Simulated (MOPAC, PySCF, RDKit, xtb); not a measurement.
Pair of molecules: H4Sn (SMILES [SnH4]) (first 5 atoms) with CH4 (SMILES C); geometry from B3LYP-D3(BJ)/def2-TZVP, rigid monomers moved along the line of their centres of mass till Sn1···C6 is 3.51 Å.
(charge 0, multiplicity 1):
```
atom    x (Å)    y (Å)    z (Å)
----  -------  -------  -------
Sn     0.1336   0.1521  -0.0877
H     -1.2914   0.9323   0.4394
H      0.0729  -1.5006   0.3389
H      0.2617   0.2942  -1.7866
H      1.4919   0.8835   0.6450
C     -0.1057  -0.1207   3.4026
H      0.8708   0.2916   3.1521
H     -0.1921  -0.2166   4.4840
H     -0.8865   0.5435   3.0345
H     -0.2154  -1.1017   2.9422
```

Interaction energies are E(AB) − E(A) − E(B) at the monomers' geometry in the complex; basis-set methods are counterpoise corrected. Rows marked so take none. RDKit's UFF carries no charges.

Rows in STO-3G carry no dispersion term and start afresh at each structure; the Pople sets are all-electron and without relativity. The state that PM3 reach isn't checked.

Programs: MOPAC for PM3 (differences of heats of formation); PySCF for STO-3G rows; RDKit for the force fields; xtb for the GFN methods. 

Task: One of these levels gives 0.3 kJ/mol for the interaction energy. Which one is it?
(A) HF/STO-3G (no counterpoise)
(B) UFF
(C) GFN2-xTB
(D) PM3

Result: C, GFN2-xTB. The others give -2.0 (UFF), 16.1 (PM3), 8.5 (HF/STO-3G (no counterpoise))
